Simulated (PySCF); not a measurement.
PySCF job for C2H10O2Si2, SMILES C[C@@H](O[SiH3])[SiH2]O, KT2/pcSseg-1. Geometry optimised at ωB97X-D3(BJ)/def2-SVP. The structure was generated by enumeration; whether it is a known compound was not checked. The values are those of a single conformer.

```python
import numpy as np
from pyscf import gto, scf, dft
from pyscf.prop.nmr import rks as nmr

mol = gto.M(
    atom='''
    C    -0.73125836   -0.33323904   -1.83003965
    C    -0.09087772   -0.62300052   -0.47846014
    O     0.65502432    0.52995048   -0.02751811
    Si    2.29771690    0.67496824   -0.30366248
    Si   -1.34249992   -0.83390766    0.93428723
    O    -1.94388701    0.69755563    1.21001698
    H     0.02898731   -0.07946878   -2.58669105
    H    -1.29500680   -1.20980137   -2.18722748
    H    -1.42966043    0.51408560   -1.74461499
    H     0.58110680   -1.50042238   -0.55975555
    H     2.59876098    0.64582172   -1.76593671
    H     2.71308256    1.97580994    0.28059322
    H     3.03296199   -0.44878743    0.34913815
    H    -0.62948145   -1.39417285    2.12045794
    H    -2.48070883   -1.71993717    0.56824706
    H    -1.24936216    1.35941300    1.08805039
    ''',
    basis='pcSseg-1',
    charge=0,
    spin=0,
    max_memory=1600,
    verbose=3,
)
mf = dft.RKS(mol, xc='kt2').density_fit(auxbasis='def2-universal-jkfit')
mf.grids.level = 3
mf.conv_tol = 1e-10
mf.max_cycle = 100
mf.kernel()
n = nmr.NMR(mf)
n.verbose = 2
n.max_cycle_cphf = 60
sigma = n.kernel()
print('atom   isotropic/ppm   span/ppm')
for i, s in enumerate(sigma):
    w = np.linalg.eigvalsh((s + s.T) / 2)
    print(f'{mol.atom_symbol(i):2s}{i + 1:3d} {w.mean():14.3f} {w[2] - w[0]:11.3f}')
```

Log of the run:

```
converged SCF energy = -820.265673118637
atom   isotropic/ppm   span/ppm
C   1        163.972      39.306
C   2        114.779      77.023
O   3        309.104      94.862
Si  4        391.379     153.840
Si  5        378.572      85.477
O   6        332.311      78.940
H   7         29.481      10.051
H   8         30.113      10.948
H   9         29.560       8.149
H  10         27.831       6.813
H  11         26.129       8.573
H  12         26.325       8.513
H  13         26.335       8.369
H  14         26.132       8.534
H  15         26.403       7.471
H  16         29.865      22.196
```

The run converged.

Cost: very roughly 60 core-seconds.
